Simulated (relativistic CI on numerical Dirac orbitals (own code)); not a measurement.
A reference radial Dirac CI calculation of Yb gave the lowest total energy -14043.89787 Ha in 86 SCF steps, from this input:

```
atom Yb  Z=70  charge=0  electrons=70
nucleus A=174  rms_radius_fm=5.3108
hamiltonian dirac-coulomb  breit=on  qed=on  c_scale=1
orbitals kli  potential=per-configuration
slater_scale 1
correlation none
mixing on
grid step=0.0125 r_max=259.4
scf mixing=0.4 start=green max_iterations=150 tolerance=2e-08 node_fill=0.05
configurations
  [Xe] 4f14 6s2
  [Xe] 4f13 5d 6s2
  [Xe] 4f14 6s 6p
  [Xe] 4f13 6s2 6p
  [Xe] 4f14 6p2
end
```

One setting was then changed, and the output read:

```
SCF 1: [Xe] 4f14 6s2
 iter      energy (Ha)   residual   last orbital (Ha)
    1    -14052.065225   2.62e+00     -0.31825
    2    -14066.268017   7.80e-01     -0.19758
    3    -14067.247993   3.94e-01     -0.27474
    4    -14067.496597   1.70e-01     -0.24840
    5    -14067.499603   1.96e-01     -0.25064
    6    -14067.550936   1.48e-01     -0.27425
    7    -14067.541456   1.78e-01     -0.30047
    8    -14067.569929   9.54e-02     -0.34941
    9    -14067.569937   9.55e-02     -0.34920
   10    -14067.565171   5.43e-02     -0.40925
   11    -14067.566217   5.73e-02     -0.40488
   12    -14067.561993   9.02e-03     -0.49654
   13    -14067.560296   8.66e-03     -0.49839
   14    -14067.560185   8.90e-03     -0.49837
   15    -14067.563876   3.72e-03     -0.49730
   16    -14067.562904   3.07e-03     -0.49905
   17    -14067.562638   2.59e-03     -0.49882
   18    -14067.562793   1.78e-03     -0.49878
   19    -14067.562940   1.79e-03     -0.49873
   20    -14067.563226   1.35e-03     -0.49832
   21    -14067.563102   2.17e-04     -0.49829
   22    -14067.563062   1.06e-04     -0.49843
   23    -14067.563039   1.73e-05     -0.49846
   24    -14067.563043   6.64e-06     -0.49844
   25    -14067.563043   3.51e-06     -0.49844
   26    -14067.563044   2.74e-07     -0.49844
   27    -14067.563044   2.89e-07     -0.49844
   28    -14067.563044   5.78e-08     -0.49844
   29    -14067.563044   7.70e-09     -0.49844
SCF 2: [Xe] 4f13 5d 6s2
 iter      energy (Ha)   residual   last orbital (Ha)
    1    -14054.849736   2.31e+00     -0.31825
    2    -14066.727911   4.81e-01     -0.20431
    3    -14067.341997   2.96e-01     -0.23364
    4    -14067.502346   1.45e-01     -0.26707
    5    -14067.550784   2.91e-02     -0.27489
    6    -14067.549304   1.91e-02     -0.27831
    7    -14067.548061   9.63e-03     -0.27950
    8    -14067.546718   1.40e-03     -0.27975
    9    -14067.546522   2.06e-04     -0.27981
   10    -14067.546490   8.39e-06     -0.27986
   11    -14067.546489   8.24e-07     -0.27986
   12    -14067.546489   3.64e-07     -0.27986
   13    -14067.546489   4.09e-09     -0.27986
SCF 3: [Xe] 4f14 6s 6p
 iter      energy (Ha)   residual   last orbital (Ha)
    1    -14052.184050   2.58e+00     -0.14179
    2    -14066.325351   6.83e-01     -0.10911
    3    -14067.176450   3.54e-01     -0.17629
    4    -14067.408875   2.03e-01     -0.16436
    5    -14067.502095   6.61e-02     -0.13963
    6    -14067.490838   1.58e-02     -0.13114
    7    -14067.498869   3.33e-02     -0.12460
    8    -14067.495612   4.13e-03     -0.12125
    9    -14067.495485   3.21e-03     -0.12042
   10    -14067.495331   7.17e-04     -0.11851
   11    -14067.495327   9.87e-05     -0.11755
   12    -14067.495339   2.08e-06     -0.11754
   13    -14067.495339   2.89e-07     -0.11754
   14    -14067.495339   8.03e-08     -0.11754
   15    -14067.495339   6.49e-09     -0.11754
SCF 4: [Xe] 4f13 6s2 6p
 iter      energy (Ha)   residual   last orbital (Ha)
    1    -14055.716414   2.15e+00     -0.14179
      ... 12 steps not shown
SCF 5: [Xe] 4f14 6p2
 iter      energy (Ha)   residual   last orbital (Ha)
    1    -14052.237411   2.53e+00     -0.14179
    2    -14066.288862   4.63e-01     -0.11395
    3    -14067.121383   3.14e-01     -0.12231
    4    -14067.107059   4.92e-01     -0.12464
    5    -14067.347079   1.33e-01     -0.12702
    6    -14067.385565   1.52e-02     -0.12769
    7    -14067.384437   1.14e-02     -0.12776
    8    -14067.383451   3.49e-03     -0.12776
    9    -14067.383009   4.18e-04     -0.12775
   10    -14067.383074   7.37e-04     -0.12775
   11    -14067.382972   4.38e-05     -0.12775
   12    -14067.382965   1.15e-05     -0.12775
   13    -14067.382966   4.47e-06     -0.12775
   14    -14067.382966   5.87e-08     -0.12775
   15    -14067.382966   8.78e-09     -0.12775
orbital energies (Ha): 4d3/2 -7.1255  4d5/2 -6.7930  5s -2.3672  5p1/2 -1.5182  5p3/2 -1.2948  4f5/2 -0.5210  4f7/2 -0.4728  6s -0.4984
configuration averages (Ha): Dirac-Coulomb, Breit, QED
  4f14 6s2                    -14067.563044   14.137381    9.551599
  4f13 6s2 5d                 -14067.546489   14.140784    9.552362
  4f14 6s 6p                  -14067.495339   14.137321    9.551363
  4f13 6s2 6p                 -14067.534829   14.141158    9.552547
  4f14 6p2                    -14067.382966   14.137209    9.551044
levels: no., configuration, term, J, E (cm-1), weight
   1 4f13 6s2 5d            3P*  2                0.0  0.90
   2 4f14 6s2               1S   0             1480.1  0.93
   3 4f13 6s2 5d            3H*  5             2922.7  0.54
   4 4f13 6s2 5d            3H*  6             3851.5  1.00
   5 4f13 6s2 5d            3D*  3             4683.1  0.72
   6 4f13 6s2 5d            1D*  2             5312.2  0.55
   7 4f13 6s2 5d            3P*  1             5420.6  0.75
   8 4f13 6s2 5d            3F*  4             5872.3  0.62
   9 4f13 6s2 6p            3D   3             5896.9  0.74
  10 4f13 6s2 6p            3G   4             6104.6  0.46
  11 4f13 6s2 5d            1G*  4             7130.9  0.44
  12 4f13 6s2 5d            1F*  3             7431.7  0.46
  13 4f13 6s2 5d            3G*  5             7710.7  0.86
  14 4f13 6s2 6p            3G   5             8743.6  1.00
lowest total energy -14043.898047 Ha
end: converged
```

Task: Which setting was changed?
A. configuration list
B. charge
C. start potential
D. grid step

Result: D. The grid step 0.006.
